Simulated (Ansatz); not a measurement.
Computed with Ansatz on PBE0-D4/def2-TZVP structures; ΔE is electronic, products minus reactants. CCSD(T)/CBS is the MP2 limit (def2-TZVPP, def2-QZVPP) plus CCSD(T) − MP2 in def2-TZVPP, frozen cores. Functionals use def2-TZVPP. B3LYP here is the variant with VWN-RPA as its local correlation; programs differ in this. def2 core potentials past Kr. For Br, In outer-core shells are correlated without core-valence functions, which leaves a few kJ/mol of doubt a bond. Scalar relativity is left out up to krypton. One conformer a species, not always the lowest.

Consider the redistribution: `[OH][In]([OH])[Cl]` + `[Br][InH][Br]` → `[OH][InH][OH]` + `[Cl][In]([Br])[Br]`.

```
             level  ΔE (kJ/mol)  difference from CCSD(T)/CBS
            PBE-D4          1.6                          0.9
         r2SCAN-D4          2.2                          1.5
           PBE0-D4          2.4                          1.7
          B3LYP-D4          0.7                          0.0
           ωB97X-V          2.9                          2.2
           ωB97M-V          2.2                          1.5
            B2PLYP          2.2                          1.5
               PBE          2.6                          1.9
            r2SCAN          2.4                          1.7
              PBE0          3.4                          2.7
             B3LYP          2.5                          1.8
     HF/def2-TZVPP          6.6                          5.9
    MP2/def2-TZVPP          0.9                          0.2
SCS-MP2/def2-TZVPP          1.8                          1.1
   CCSD/def2-TZVPP          2.5                          1.8
CCSD(T)/def2-TZVPP          2.2                          1.5
     HF/def2-QZVPP          6.1                          5.4
    MP2/def2-QZVPP         -0.1                         -0.8
SCS-MP2/def2-QZVPP          1.0                          0.3
      HF/CBS(def2)          6.1                          5.4
     MP2/CBS(def2)         -0.5                         -1.2
    CCSD/CBS(def2)          1.1                          0.4
       CCSD(T)/CBS          0.7                            0
```

Largest T1 diagnostic among the species: 0.017.

In def2-TZVPP, CCSD(T) changes the Hartree–Fock value by −4.4 kJ/mol (the triples alone add −0.3 kJ/mol) and MP2 by −5.6 kJ/mol.
